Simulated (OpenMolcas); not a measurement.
## What dynamic correlation does to the levels of Ru3+

```yaml
Program: OpenMolcas
Basis: ANO-R2 [7s5p4d2f1g]
Scalar_Hamiltonian: X2C, finite nucleus
Active_space: 11 electrons in 8 orbitals (RAS1 4p, at most 2 holes; RAS2 4d)
State_averaging: 2S+1 = 6 even, 1 root; 2S+1 = 4 even, 24 roots; 2S+1 = 2 even, 70 roots
Spin-orbit_coupling: state interaction with AMFI integrals over the reference wave functions, term energies averaged over their components
```

Methods on the same reference wave functions:
A. RASSCF
B. SS-RASPT2, IPEA 0.25 Eh, imaginary shift 0.1 Eh (closed shells correlated: 4s)
C. MS-RASPT2, IPEA 0.25 Eh, imaginary shift 0.1 Eh (closed shells correlated: 4s)

Energies in cm⁻¹ above 4d⁵ ⁶S_5/2.

```
               Level      A      B      C
          4d⁵ ⁶S_5/2    0.0    0.0    0.0
          4d⁵ ⁴G_5/2  27918  23840  23840
          4d⁵ ⁴G_7/2  28194  24070  24070
         4d⁵ ⁴G_11/2  28284  24140  24140
          4d⁵ ⁴G_9/2  28348  24210  24210
   4d⁵ ⁴P_5/2 [57 %]  28808  26440  26440
   4d⁵ ⁴P_3/2 [60 %]  29173  26890  26890
   4d⁵ ⁴P_1/2 [72 %]  29573  27600  27600
          4d⁵ ⁴D_7/2  33177  28800  28800
   4d⁵ ⁴D_1/2 [73 %]  33676  29640  29640
   4d⁵ ⁴D_5/2 [60 %]  33899  30180  30180
   4d⁵ ⁴D_3/2 [60 %]  33919  30200  30200
         4d⁵ ²I_11/2  41171  35090  35090
         4d⁵ ²I_13/2  41772  35600  35600
4d⁵ ²D_3/2(1) [51 %]  42011  38340  38340
          4d⁵ ⁴F_9/2  44172  39170  39170
          4d⁵ ⁴F_5/2  44483  39820  39820
   4d⁵ ⁴F_3/2 [51 %]  45450  41260  41260
   4d⁵ ²H_9/2 [53 %]  47559  42320  42310
         4d⁵ ²H_11/2  49129  44220  44220
       4d⁵ ²G_7/2(1)  49773  43570  43580
       4d⁵ ²F_5/2(2)  52533  46110  46100
       4d⁵ ²F_7/2(2)  52686  46130  46140
          4d⁵ ²S_1/2  56722  50160  50160
```

Between B and C the level of the table that moves most is 4d⁵ ²G_7/2(1), by 15 cm-1 (lowest in B, highest in C). Moves below CASPT2's spread within the term are not significant.

From A to B the spin-free energies of the other terms of 4d⁵ shown, above ⁶S, scale by factors of 0.85 to 0.95, as is usual when dynamic correlation screens the repulsion within a d or f shell.

The lowest spin-free term lies below A's lowest term by 0.340 hartree in B, 0.340 hartree in C.

CASPT2 breaks the degeneracy within a term, and the mean is taken; among the terms shown or strongly mixed into the levels shown the widest spread is 1300 cm-1 (4d⁵ ²I, C). Active for correlation alone: 4p; no level in the range computed is led by a configuration that opens it, so any true level of that kind is missing. The CASPT2 spread within a term exceeds the gap to the next term for 4d⁵ ²D(1) and 4d⁵ ⁴F, so the order of their levels is uncertain, and so are names and mixing where such terms share a J (figures for B; the like holds for C). Without dynamic correlation excited terms often stand tens of per cent too high (terms of higher spin than the ground term too low), and those without a measured partner can miss by more than the paired ones (holds for A). Levels of configurations outside the active space are missing. The table leaves out levels that lie high or whose names do not pair safely across all columns.

A share in square brackets marks a mixed level and gives the weight of the term that names it, the lowest over the columns. A number in round brackets counts repeated terms of one configuration in the order of the reference energies.
